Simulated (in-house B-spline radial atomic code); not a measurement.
Orbital energies and mean radii along the 45-electron series, configuration 1s2 2s2 2p6 3s2 3p6 3d10 4s2 4p6 4d3/2(4) 4d5/2(5). The effective charge is n√(-2ε), a non-relativistic measure. Computed with an all-electron radial atomic-structure program (B-spline basis): Dirac-Hartree-Fock, jj configuration that fills j = l - 1/2 first, finite nuclei.

```json
{"ion": "Er23+", "Z": "68", "energy of 4d5/2 (Eh)": "-29.898", "mean radius of 4d5/2 (bohr)": "0.51944", "energy of 4p1/2 (Eh)": "-37.786", "mean radius of 4p1/2 (bohr)": "0.48605", "effective charge of 4d5/2": "30.931"}
{"ion": "Tm24+", "Z": "69", "energy of 4d5/2 (Eh)": "?", "mean radius of 4d5/2 (bohr)": "?", "energy of 4p1/2 (Eh)": "?", "mean radius of 4p1/2 (bohr)": "?", "effective charge of 4d5/2": "?"}
{"ion": "Yb25+", "Z": "70", "energy of 4d5/2 (Eh)": "?", "mean radius of 4d5/2 (bohr)": "?", "energy of 4p1/2 (Eh)": "?", "mean radius of 4p1/2 (bohr)": "?", "effective charge of 4d5/2": "?"}
{"ion": "Lu26+", "Z": "71", "energy of 4d5/2 (Eh)": "-36.338", "mean radius of 4d5/2 (bohr)": "0.48156", "energy of 4p1/2 (Eh)": "-45.361", "mean radius of 4p1/2 (bohr)": "0.45217", "effective charge of 4d5/2": "34.1"}
{"ion": "Hf27+", "Z": "72", "energy of 4d5/2 (Eh)": "-38.612", "mean radius of 4d5/2 (bohr)": "0.47017", "energy of 4p1/2 (Eh)": "-48.043", "mean radius of 4p1/2 (bohr)": "0.44182", "effective charge of 4d5/2": "35.151"}
{"ion": "Ta28+", "Z": "73", "energy of 4d5/2 (Eh)": "-40.95", "mean radius of 4d5/2 (bohr)": "0.45933", "energy of 4p1/2 (Eh)": "-50.804", "mean radius of 4p1/2 (bohr)": "0.43187", "effective charge of 4d5/2": "36.199"}
```

Fill in the row of Tm24+.

energy of 4d5/2 (Eh): -31.981; mean radius of 4d5/2 (bohr): 0.50614; energy of 4p1/2 (Eh): -40.234; mean radius of 4p1/2 (bohr): 0.47426; effective charge of 4d5/2: 31.99.

Fill in the row of Yb25+.

energy of 4d5/2 (Eh): -34.127; mean radius of 4d5/2 (bohr): 0.49353; energy of 4p1/2 (Eh): -42.758; mean radius of 4p1/2 (bohr): 0.46298; effective charge of 4d5/2: 33.047.

How does the screening of 4d5/2 change?

Z less the effective charge goes from 37.07 at Z = 68 to 36.80 at Z = 73.
